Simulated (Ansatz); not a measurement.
Isolated molecules relaxed with PBE0-D4/def2-TZVP in Ansatz; ΔE leaves out vibrations. CCSD(T)/CBS is the MP2 limit (def2-TZVPP, def2-QZVPP) plus CCSD(T) − MP2 in def2-TZVPP, frozen cores. Functionals use def2-TZVPP. Each species was taken in one conformer, which may not be the lowest.

Consider the redistribution: `CO[Si](F)(F)S` + `CN[SiH](Cl)OC` → `CN[Si](F)(F)OC` + `CO[SiH](S)Cl`.

`CO[Si](F)(F)S`:

Cartesian coordinates in Å:
```
C 0.164 -1.462 -0.760
O 0.500 -0.418 0.139
Si -0.443 0.813 0.565
F -1.160 1.373 -0.734
F -1.615 0.370 1.531
S 0.660 2.273 1.586
H -0.507 -2.179 -0.280
H -0.314 -1.071 -1.662
H 1.086 -1.972 -1.038
H 1.628 2.272 0.653
```

`CN[SiH](Cl)OC`:

Z-matrix (Å, degrees):
```
C
N 1 1.447
H 1 1.093 2 111.0
H 1 1.096 2 113.1 3 122.1
H 1 1.093 2 109.6 3 -118.1
Si 2 1.688 1 124.0 3 144.4
H 2 1.008 1 114.5 3 -57.5
O 6 1.625 2 106.3 1 -168.1
Cl 6 2.077 2 114.6 1 73.1
H 6 1.479 2 109.6 1 -43.5
C 8 1.410 6 126.6 2 -166.3
H 11 1.095 8 111.1 6 -68.7
H 11 1.094 8 111.4 6 52.7
H 11 1.091 8 107.9 6 172.3
```

`CN[Si](F)(F)OC`:

Z-matrix (Å, degrees):
```
C
N 1 1.448
H 1 1.095 2 112.6
H 1 1.091 2 109.7 3 -119.9
H 1 1.094 2 111.1 3 121.8
Si 2 1.674 1 126.4 3 104.5
H 2 1.006 1 115.0 3 -66.3
F 6 1.587 2 108.9 1 37.4
F 6 1.593 2 115.5 1 -77.8
O 6 1.612 2 108.2 1 161.0
C 10 1.413 6 126.5 2 160.2
H 11 1.091 10 108.1 6 -160.3
H 11 1.093 10 111.5 6 -40.6
H 11 1.094 10 110.5 6 80.8
```

`CO[SiH](S)Cl`:

Cartesian coordinates in Å:
```
C 1.072 -1.026 -0.576
O 0.733 0.337 -0.416
Si -0.330 0.890 0.683
S -2.247 -0.008 0.504
Cl -0.398 2.903 0.370
H 0.181 -1.637 -0.754
H 1.594 -1.410 0.306
H 1.735 -1.105 -1.438
H 0.095 0.619 2.073
H -2.435 0.437 -0.751
```

| level | ΔE (eV) |
| --- | --- |
| r2SCAN-D4 | -0.06 |
| ωB97X-V | -0.05 |
| CCSD(T)/def2-TZVPP | -0.06 |
| HF/def2-QZVPP | -0.08 |

(1) What does CCSD(T)/CBS give? (Best estimate.)

Largest T1 diagnostic among the species: 0.012.

## Answers

(1) Computed: -0.06 eV. The listed levels differ from it by 0.00, 0.01, 0.00, -0.02 eV.
